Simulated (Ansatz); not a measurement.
Pulling on the N3–H4 bond in H3NSe (SMILES N[SeH]) (multiplicity 1 held, fragments rigid). Energies count from the point at 1.012 Å.
Geometry at that point (charge 0, multiplicity 1):
```xyz
5

Se    -0.0430     0.3156     0.2326
H     -1.2669     0.7729    -0.4779
N      0.3666    -1.2273    -0.7248
H      0.5479    -1.0107    -1.6964
H     -0.3858    -1.9010    -0.6611
```

Signs of static correlation in cc-pVDZ, with CASSCF(2,2), from Ansatz (a quantum-chemistry and plane-wave program) runs.

```
R (Å)  T1 of restricted CCSD  ⟨S²⟩ of UHF  largest double amplitude of restricted CCSD  weight of the CASSCF reference in MRCISD  CASSCF natural occupations
-----  ---------------------  -----------  -------------------------------------------  ----------------------------------------  --------------------------
0.810                  0.009        0.000                                        0.038                                     0.904                   1.99 0.01
0.911                  0.009        0.000                                        0.038                                     0.903                   1.99 0.01
1.012                  0.010        0.000                                        0.038                                     0.903                   1.98 0.02
1.113                  0.010        0.000                                        0.037                                     0.902                   1.97 0.03
1.214                  0.010        0.000                                        0.036                                     0.902                   1.96 0.04
1.366                  0.012        0.000                                        0.042                                     0.901                   1.94 0.06
1.518                  0.014          [?]                                        0.056                                     0.900                   1.90 0.10
1.771                  0.018          [?]                                        0.087                                     0.899                   1.78 0.22
2.024                  0.024        0.901                                        0.192                                     0.898                   1.62 0.38
2.327                  0.033        0.977                                        0.367                                     0.897                   1.42 0.58
2.732                  0.046        1.007                                        0.560                                     0.897                   1.23 0.77
3.238                  0.057        1.016                                        0.711                                     0.897                   1.10 0.90
```

Some entries are withheld; supply them.


- 1.518, ⟨S²⟩ of UHF: 0.212
- 1.771, ⟨S²⟩ of UHF: 0.719

Doubts at one or more of the structures used: a restricted determinant that unrestricted orbitals would lower (R-CCSD(T)/cc-pVDZ); other coupled-cluster roots lie near (R-CCSD(T)/cc-pVDZ); T1 above 0.05 (R-CCSD(T)/cc-pVDZ, U-CCSD(T)/cc-pVDZ); a spin-contaminated determinant (U-CCSD(T)/cc-pVDZ).
